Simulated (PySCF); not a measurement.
## Si: excitation energy

Si [Ne] 3s2 3p2 (3P) → Si [Ne] 3s2 3p1 4s1 (3P), as a difference of total energies. All numbers are calculated (PySCF 2.14, scalar relativity by spin-free X2C-1e, in aug-cc-pVTZ-DK). Correlated levels: valence: [Ne] frozen. The calculations carry no spin-orbit coupling.

```csv
method,excitation energy (eV)
UHF,4.858
LDA,4.949
PBE,4.953
PBE0,5.038
r2SCAN,5.234
wB97M-V,4.869
B97-3,5.027
wB97X,5.217
LC-wPBE,5.275
MP2 (valence),5.045
SCS-MP2 (valence),5.010
```

Question: How much does correlation contribute at MP2 (valence)?

Answer: 5.045 − (4.858) = 0.187 eV, measured against UHF.

The promoted electron is Rydberg-like, and one or two diffuse shells describe it only roughly, which tends to raise the upper state.
